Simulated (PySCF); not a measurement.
## Removing an electron from `C/N=C/c1cccs1`

Compound: C₆H₇NS.
Structure used (PBE0-D3(BJ)/def2-SVP), in Å, numbered top down from 1:
```xyz
15
C6H7NS angstrom
C      3.1961   -0.0137   -0.3397
N      1.8160    0.3076   -0.5341
C      0.9432   -0.2803    0.1757
C     -0.4774   -0.0160    0.0436
C     -1.5164   -0.5883    0.7471
C     -2.7856   -0.0919    0.3534
C     -2.6845    0.8486   -0.6419
S     -1.0589    1.1366   -1.1058
H      3.7574    0.8998   -0.0812
H      3.6289   -0.3792   -1.2860
H      3.3790   -0.7735    0.4472
H      1.2114   -1.0359    0.9437
H     -1.3601   -1.3417    1.5209
H     -3.7339   -0.4134    0.7852
H     -3.4943    1.3909   -1.1289
```

Level: wB97X-D/def2-SVPD (PySCF). Frontier orbitals with their largest atomic shares (Löwdin; up to four atoms above 4 %):

```csv
orbital,ε (eV),main atoms
HOMO−3,-11.06,"C3 22 %, N2 22 %, C1 11 %, C7 11 %"
HOMO−2,-9.35,"N2 59 %, C3 12 %, C1 11 %, H12 5 %"
HOMO−1,-9.17,"S8 43 %, C5 20 %, C6 16 %, C4 9 %"
HOMO,-8.39,?
LUMO,0.20,"N2 18 %, C3 15 %, C7 14 %, S8 13 %"
LUMO+1,2.18,"S8 50 %, C5 7 %, H13 6 %, H15 6 %"
LUMO+2,2.48,"S8 39 %, C1 15 %, C3 10 %, C5 6 %"
```

**Question.** What vertical ionisation energy does ΔSCF give, and how far is −ε(HOMO) from it?

**Answer.** ΔSCF: 8.44 eV (815 kJ/mol; threshold wavelength 147 nm); ⟨S²⟩ of the doublet left behind is 0.787, against 0.75 for a pure doublet. −ε(HOMO) is 8.39 eV, 0.05 eV below it. For the exact functional −ε(HOMO) would equal the first vertical ionisation energy; wB97X-D (range-separated hybrid) comes within 0.05 eV of that here.

**Question.** On which atoms does the HOMO lie?

**Answer.** C7 (aromatic CH next to a ring sulfur) 21 %, C4 (substituted aromatic carbon) 20 %, N2 (imine nitrogen) 15 %, C6 (aromatic CH carbon) 13 %, so no atom holds as much as 40 %. The HOMO−1 lies 0.78 eV lower.

**Question.** With α = 102.2 au, estimate the like-pair dispersion coefficient by London's formula C6 = (3/4)α²I.

**Answer.** I = 0.3103 Eh, so C6 ≈ 2430 au, a rough estimate.

**Question.** What kinetic energy would electrons from this vertical process carry with 118.2 nm light (10.49 eV)?

**Answer.** 10.49 − 8.44 = 2.05 eV.

**Question.** What total energies stand behind the ΔSCF value?

**Answer.** E(N) = -685.34344 Eh and E(N − 1) = -685.03316 Eh at the same geometry, 0.31028 Eh apart.

One conformer (not necessarily the lowest) at the PBE0-D3(BJ)/def2-SVP geometry, without solvent, vibrations or thermal averaging.

Note: wB97X-D ran without an empirical dispersion term, which enters the total energy and its gradient alone.
